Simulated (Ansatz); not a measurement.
Coupled-cluster diagnostics for Sn(vinyl)I3 (C2H3I3Sn), Ansatz.

Geometry of the singlet (PBE-D4/def2-SVP):

```xyz
9

Sn   -0.302    1.215    0.353
C     0.463   -0.799    0.346
C     0.297   -1.618   -0.702
H     0.997   -1.103    1.264
H    -0.237   -1.321   -1.622
H     0.696   -2.649   -0.688
I     0.758    2.654   -1.697
I     0.333    2.400    2.711
I    -3.003    1.221    0.036
```

In the def2 sets I, Sn take a core potential; there is no spin–orbit coupling. Correlated methods freeze 18 core orbitals; core or outer-core shells of Sn, I are correlated, in sets that lack core-valence functions.

**Question.** Estimate the CCSD(T) correlation energy, the shares of MP2 and (T), T1 and the reference's ⟨S²⟩ for: charge 0, singlet, own geometry in def2-SVP; and the rough time on 2 threads of AMD EPYC 7R13 on a shared host and a share (18 GiB) of an NVIDIA H100 80GB HBM3.

**Answer.** 
```
                          state     basis  correlation (eV)  MP2 share (%)  (T) share (%)     T1  ⟨S²⟩ (pure)  wall time                  remarks
charge 0, singlet, own geometry  def2-SVP           -21.497           91.3            3.2  0.008  0.00 (0.00)       16 s  restricted SCF unstable
```
Customary marks for T1 are 0.02 (closed shells), 0.045 (open shells) and about 0.05 (3d metals). T1 stays under 0.02 throughout.
